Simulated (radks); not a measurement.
Valence configurations of the bismuth ion Bi+. Calculated with a radial shooting solver on a logarithmic mesh with Libxc functionals: scalar-relativistic Kohn-Sham, LDA (Slater exchange, Perdew-Wang correlation), spin-polarised, spherical densities, point nucleus; open shells are filled with parallel spins first (spin-orbit coupling, left out, can overturn this in heavy ions). Energies are relative to [Hg] 6p2; eigenvalues in eV for spin up.

valence                     E (eV)  moment (Bohr magnetons)    e(4f)    e(5d)    e(6p)    e(6s)
[Hg] 6p2                     0.000                        2  -161.09  -35.392  -12.187  -22.862
[Xe] 4f14 5d10 6s1 6p3       9.186                        4  -162.72  -37.068  -13.267  -24.306
[Xe] 4f14 5d10 6p4          22.132                        2  -164.67  -38.658  -13.677        -
[Xe] 4f14 5d8 6s2 6p4       53.033                        4  -174.12  -45.429  -14.885  -27.452
[Xe] 4f14 5d9 6s1 6p4       35.960                        4  -169.28  -42.092  -14.465  -26.471
[Xe] 4f13.5 5d10 6s2 6p2.5  76.665                        3  -171.51  -38.700  -13.010  -24.212
[Xe] 4f14 5d10 6s1.5 6p2.5   4.710                        3  -161.93  -36.251  -12.746  -23.605
[Xe] 4f14 5d8 6p6           79.327                        2  -177.49  -48.315  -15.762        -
[Xe] 4f13 5d10 6s2 6p3      157.83                        4  -182.09  -42.054  -13.813  -25.540
[Xe] 4f14 5d9 6p5           49.341                        2  -171.06  -43.507  -14.744        -

NIST lists [Hg] 6p2 as the ground configuration; this level of theory agrees among the configurations tried. The energies are those of spherical high-spin densities, not of single terms.
